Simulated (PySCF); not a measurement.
Job for PySCF: R-B3LYP/3-21G on AsH5S (a complex), monomers drawn apart or pushed together.

```python
from pyscf import gto, scf, dft, mp
from pyscf.data.elements import chemcore

mol = gto.M(
    atom='''
    S     0.59242906    0.25363794   -0.78131233
    H    -0.37094659    1.06903175   -0.32430636
    H    -0.25053208   -0.78790158   -0.86331370
    As   -0.22124848   -0.25356647    2.47948772
    H     0.33383096   -1.60568395    2.05079979
    H    -0.24428553   -0.66129952    3.95163217
    H     1.17163898    0.34884286    2.60047045
    ''',
    basis='3-21g',
    charge=0, spin=0, verbose=3, max_memory=1800)
mf = dft.RKS(mol, xc='b3lyp')
mf.conv_tol = 1e-8
mf.max_cycle = 100
mf.kernel()
if not mf.converged:
    mf = mf.newton().run(mf.mo_coeff, mf.mo_occ)
```

Program output:

```
converged SCF energy = -2624.33076961802
```

Self-consistency was reached.

Cost: very roughly 2.6 core-seconds.
